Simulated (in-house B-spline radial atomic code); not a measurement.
## The tantalum ion Ta⁵⁺: [Xe] 4f14

Method: Dirac-Hartree-Fock, average of configuration, Fermi nucleus of rms radius 5.3507 fm. Calculated with an all-electron radial atomic-structure program (B-spline basis).

Effective charges: Z_r = [3n² - l(l+1)]/(2<r>) from the radius, Z_e = n√(-2ε) from the energy, and Slater's rules. Values are occupation-weighted means over j. An effective charge above Z reflects the relativistic contraction of the inner shells.

```json
{"shell": "1s", "electrons": "2", "ε (eV)": "-67898", "<r> (bohr)": "0.01866", "Z_r": "80.38", "Z_e": "70.64", "Slater": "72.70"}
{"shell": "2s", "electrons": "2", "ε (eV)": "-11848", "<r> (bohr)": "0.07829", "Z_r": "76.64", "Z_e": "59.02", "Slater": "68.85"}
{"shell": "2p", "electrons": "6", "ε (eV)": "-10452", "<r> (bohr)": "0.07015", "Z_r": "71.28", "Z_e": "55.43", "Slater": "68.85"}
{"shell": "3s", "electrons": "2", "ε (eV)": "-2819.1", "<r> (bohr)": "0.2038", "Z_r": "66.24", "Z_e": "43.18", "Slater": "61.75"}
{"shell": "3p", "electrons": "6", "ε (eV)": "-2391.1", "<r> (bohr)": "0.2037", "Z_r": "61.37", "Z_e": "39.77", "Slater": "61.75"}
{"shell": "3d", "electrons": "10", "ε (eV)": "-1858.6", "<r> (bohr)": "0.1857", "Z_r": "56.55", "Z_e": "35.06", "Slater": "51.85"}
{"shell": "4s", "electrons": "2", "ε (eV)": "-652.24", "<r> (bohr)": "0.4591", "Z_r": "52.27", "Z_e": "27.70", "Slater": "45.25"}
{"shell": "4p", "electrons": "6", "ε (eV)": "-508.06", "<r> (bohr)": "0.4865", "Z_r": "47.28", "Z_e": "24.44", "Slater": "45.25"}
{"shell": "4d", "electrons": "10", "ε (eV)": "-312.88", "<r> (bohr)": "0.5242", "Z_r": "40.06", "Z_e": "19.18", "Slater": "33.85"}
{"shell": "5s", "electrons": "2", "ε (eV)": "-143.53", "<r> (bohr)": "1.099", "Z_r": "34.11", "Z_e": "16.24", "Slater": "15.35"}
{"shell": "5p", "electrons": "6", "ε (eV)": "-103.61", "<r> (bohr)": "1.251", "Z_r": "29.18", "Z_e": "13.80", "Slater": "15.35"}
{"shell": "4f", "electrons": "14", "ε (eV)": "-97.993", "<r> (bohr)": "0.6214", "Z_r": "28.96", "Z_e": "10.73", "Slater": "22.45"}
```

The least bound orbital is 4f7/2 at -97.07 eV, while the most diffuse is 5p3/2 (<r> = 1.279 bohr against 0.6255 bohr): energy order and size order differ.

Spin-orbit splittings of the orbital energies (j = l + 1/2 above j = l - 1/2 when positive): 2p 1273 eV, 3p 278.4 eV, 3d 60.03 eV, 4p 64.69 eV, 4d 12.11 eV, 5p 9.846 eV, 4f 2.164 eV.

For the 1s electron the small component carries 7.56 % of the norm, the zero-frequency Breit interaction raises the level by 232.5 eV, self-energy by 144.7 eV, and vacuum polarisation lowers it by 26.96 eV.

The density falls to 0.001 bohr⁻³ at 2.737 bohr; Σ<r²> = 26.109 bohr² gives, by the non-relativistic formula and without the paramagnetism of open shells, a Langevin diamagnetic susceptibility of -20.68×10⁻⁶ cm³/mol.
